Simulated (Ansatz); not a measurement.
Input for Ansatz (an electronic-structure program): R-PBE/def2-TZVPP on H2OPb (SMILES [OH][PbH]), a point of a bond scan (R = 1.879 Å). Elements past Kr take the def2 small-core potentials; no spin–orbit coupling.

Ansatz 0.2 input:
```yaml
crystal:
  periodic: [false, false, false]
  atoms:
    - {symbol: Pb, position_ang: [-0.12011852, -0.10155163, 0.14050756]}
    - {symbol: H, position_ang: [-1.48640490, 0.02135024, -1.14319190]}
    - {symbol: O, position_ang: [1.29889476, 0.89352213, -1.05799410]}
    - {symbol: H, position_ang: [0.94496580, 1.15770660, -1.91447494]}
basis:
  gaussian:
    orbitals: def2-TZVPP
    pivot_positions_ang: [[-0.12011852, -0.10155163, 0.14050756], [-1.48640490, 0.02135024, -1.14319190], [1.29889476, 0.89352213, -1.05799410], [0.94496580, 1.15770660, -1.91447494]]
hamiltonian:
  xc: {name: PBE}
scf: {lower_state_search: off}
output: {orbitals: {seedname: ./end}}
```

Output:

```
WARN ansatz: RAYON_NUM_THREADS=1 ignored (pool sized by the plan → 1); use --threads N
Functional definition: PBE
these checks for a lower state are left out or cut short: stability, starts, cluster_reference, orbital_swaps, neighbouring_geometries, increment
integrals: 0.03 GiB planned
651 factors; their error is unknown
mean field: 0.24 GiB planned
mean field evaluation 1: about -7318.2612 eV, gradient 7.1e1 eV
mean field evaluation 2: about -7185.4869 eV, gradient 1.9e2 eV
mean field evaluation 4: about -7326.7850 eV, gradient 2.1e1 eV
mean field evaluation 8: about -7327.6371 eV, gradient 3.3e-1 eV
mean field evaluation 16: about -7327.6328 eV, gradient 4.7e-5 eV
mean field -7327.63278622 eV, -269.2855380458 hartree, gradient 5.3e-6 eV, S^2 0.000000; 0 other end points of the search recorded, 0 dependent functions left out
reference -7327.63282702 eV, -269.2855395451 hartree; 16, 16 occupied and 93, 93 virtual orbitals, 651 factors
Total energy: -7327.63282702 eV, -269.2855395451 hartree
Checks for a lower state left out: stability, starts, cluster_reference, orbital_swaps, neighbouring_geometries, increment
```

Self-consistency was reached.

Cost: about 0.7 core-seconds (a rough figure).
